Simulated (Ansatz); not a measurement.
H$_{7}$NOSi$_{2}$Sn, SMILES `[OH][Sn][N]([SiH3])[SiH3]`, relaxed with RKS PBE-D4/def2-SVP in Ansatz 0.2.0 from a rough embedded geometry. The force threshold is 0.03 eV/Å; the program also tests the step.

The species carries charge 0 and has multiplicity 1. Sn takes the def2 core potential.

Start:

```xyz
12

O    -0.833    0.594   -2.414
Sn   -1.484    1.347   -0.773
N    -0.530    0.419    0.800
Si   -0.810   -1.254    0.664
Si    1.226    0.771    0.653
H     0.057    0.953   -2.609
H    -0.273   -1.759   -0.640
H    -0.112   -1.990    1.731
H    -2.272   -1.637    0.723
H     1.428    2.206    0.718
H     1.690    0.219   -0.621
H     1.912    0.131    1.770
```

```json
{"step": "1", "energy (eV)": "-25218.2128", "largest force (eV/Å)": "3.370", "largest move (Å)": "0.000"}
{"step": "2", "energy (eV)": "-25218.8191", "largest force (eV/Å)": "0.921", "largest move (Å)": "0.191"}
{"step": "3", "energy (eV)": "-25218.9863", "largest force (eV/Å)": "1.937", "largest move (Å)": "0.197"}
{"step": "4", "energy (eV)": "-25219.0908", "largest force (eV/Å)": "2.073", "largest move (Å)": "0.198"}
{"step": "5", "energy (eV)": "-25219.3254", "largest force (eV/Å)": "0.394", "largest move (Å)": "0.200"}
{"step": "6", "energy (eV)": "-25219.3871", "largest force (eV/Å)": "0.233", "largest move (Å)": "0.134"}
{"step": "7", "energy (eV)": "-25219.4354", "largest force (eV/Å)": "0.163", "largest move (Å)": "0.200"}
{"step": "8", "energy (eV)": "-25219.4569", "largest force (eV/Å)": "0.140", "largest move (Å)": "0.199"}
{"step": "9", "energy (eV)": "-25219.4614", "largest force (eV/Å)": "0.248", "largest move (Å)": "0.131"}
{"step": "10 (rejected)", "energy (eV)": "-25219.4591", "largest force (eV/Å)": "0.621", "largest move (Å)": "0.190"}
{"step": "11", "energy (eV)": "-25219.4748", "largest force (eV/Å)": "0.193", "largest move (Å)": "0.095"}
{"step": "12", "energy (eV)": "-25219.4884", "largest force (eV/Å)": "0.137", "largest move (Å)": "0.098"}
{"step": "13", "energy (eV)": "-25219.5038", "largest force (eV/Å)": "0.280", "largest move (Å)": "0.147"}
{"step": "14", "energy (eV)": "-25219.5213", "largest force (eV/Å)": "0.366", "largest move (Å)": "0.195"}
{"step": "15", "energy (eV)": "-25219.5371", "largest force (eV/Å)": "0.719", "largest move (Å)": "0.200"}
{"step": "16", "energy (eV)": "-25219.5648", "largest force (eV/Å)": "0.339", "largest move (Å)": "0.195"}
{"step": "17", "energy (eV)": "-25219.5906", "largest force (eV/Å)": "0.224", "largest move (Å)": "0.200"}
{"step": "18", "energy (eV)": "-25219.5925", "largest force (eV/Å)": "0.213", "largest move (Å)": "0.018"}
{"step": "19", "energy (eV)": "-25219.6061", "largest force (eV/Å)": "0.434", "largest move (Å)": "0.194"}
{"step": "20", "energy (eV)": "-25219.6174", "largest force (eV/Å)": "0.386", "largest move (Å)": "0.195"}
{"step": "21", "energy (eV)": "-25219.6194", "largest force (eV/Å)": "0.290", "largest move (Å)": "0.051"}
{"step": "22", "energy (eV)": "-25219.6327", "largest force (eV/Å)": "0.067", "largest move (Å)": "0.123"}
{"step": "23", "energy (eV)": "-25219.6351", "largest force (eV/Å)": "0.037", "largest move (Å)": "0.065"}
{"step": "24", "energy (eV)": "-25219.6357", "largest force (eV/Å)": "0.014", "largest move (Å)": "0.048"}
```

End:

```xyz
12

O    -0.744    2.221   -2.024
Sn   -1.852    0.713   -1.260
N    -0.360   -0.148    0.003
Si   -0.815   -1.609    0.872
Si    1.267    0.500    0.137
H     0.154    2.315   -1.644
H    -0.018   -2.815    0.441
H    -0.649   -1.462    2.363
H    -2.271   -1.877    0.570
H     1.244    1.989   -0.124
H     2.224   -0.107   -0.857
H     1.821    0.280    1.522
```

It took 51 s on 4 threads of an Arm Neoverse V1 on a shared host, with 0.19 GiB of host memory at the peak.
